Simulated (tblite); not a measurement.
Compound: C7H5NS.
SMILES: `c1cc2ccsc2cn1`

Method: GFN2-xTB as coded in tblite; computed harmonic values from a numerical Hessian at the method's own geometry, unscaled. This tight-binding method is rough: wavenumbers can miss measured ones by several per cent, in bad cases by 10 to 20.

Harmonic wavenumbers (cm⁻¹): 177.4, 181.8, 331.2, 376.2, 433.1, 488.8, 506.7, 555.8, 656.4, 691.6, 724.4, 772.7, 806.5, 818.5, 836.9, 872.0, 890.4, 908.9, 1052.1, 1080.0, 1084.0, 1174.8, 1191.6, 1230.9, 1309.3, 1316.4, 1368.3, 1441.9, 1501.8, 1546.4, 1566.7, 3065.9, 3066.9, 3091.8, 3130.7, 3156.1.

A = 3257, B = 1329, C = 944.2 MHz; mass 135.014 u (most abundant isotopes); point group Cs, symmetry number 1.

**Question.** What is the zero-point energy?

**Answer.** ½Σν̃ = 21702 cm⁻¹ = 259.62 kJ/mol.

**Question.** Give the ideal-gas entropy at 298.15 K and 1 bar in the rigid-rotor, harmonic-oscillator model (classical rotation).

**Answer.** Translation 170.03, rotation 120.31, vibration 51.60: S = 341.9 J/(mol K).

**Question.** And Cp and H(298.15 K) − H(0)?

**Answer.** Cp = 120.12 J/(mol K), of which vibrations give 86.87 (their classical limit is 36 R = 299.3); H(298.15 K) − H(0) = 19.96 kJ/mol without the zero-point energy, 10.04 from vibrations.

**Question.** How do the functions run with temperature in this model?

**Answer.** 
```json
{"T (K)": "50", "S (J/(mol K))": "231.6", "Cp (J/(mol K))": "35.9", "H − H(0) (kJ/mol)": "1.69", "G − H(0) (kJ/mol)": "-9.89", "ln q(vib)": "0.01"}
{"T (K)": "100", "S (J/(mol K))": "259.7", "Cp (J/(mol K))": "47.5", "H − H(0) (kJ/mol)": "3.75", "G − H(0) (kJ/mol)": "-22.22", "ln q(vib)": "0.17"}
{"T (K)": "373.15", "S (J/(mol K))": "372.0", "Cp (J/(mol K))": "148.0", "H − H(0) (kJ/mol)": "30.03", "G − H(0) (kJ/mol)": "-108.77", "ln q(vib)": "3.24"}
{"T (K)": "500", "S (J/(mol K))": "420.9", "Cp (J/(mol K))": "186.5", "H − H(0) (kJ/mol)": "51.37", "G − H(0) (kJ/mol)": "-159.09", "ln q(vib)": "5.28"}
{"T (K)": "750", "S (J/(mol K))": "506.7", "Cp (J/(mol K))": "235.2", "H − H(0) (kJ/mol)": "104.67", "G − H(0) (kJ/mol)": "-275.35", "ln q(vib)": "9.55"}
{"T (K)": "1000", "S (J/(mol K))": "578.6", "Cp (J/(mol K))": "263.6", "H − H(0) (kJ/mol)": "167.30", "G − H(0) (kJ/mol)": "-411.27", "ln q(vib)": "13.70"}
```

q(vib) and H(0) count from the zero-point level.

**Question.** Which modes carry the vibrational entropy at 298.15 K?

**Answer.** 177.4 cm⁻¹: 9.86; 181.8 cm⁻¹: 9.66; 331.2 cm⁻¹: 5.25; 376.2 cm⁻¹: 4.41; 433.1 cm⁻¹: 3.55; 488.8 cm⁻¹: 2.87 J/(mol K); the other 30 give 16.00 together.

**Question.** What must be added to the electronic energy to get the Gibbs energy at 298.15 K and 1 bar?

**Answer.** ZPE + [H(298.15 K) − H(0)] − T·S = 259.62 + 19.96 − 101.95 = 177.63 kJ/mol.

Hindered rotation and anharmonicity are outside this model.
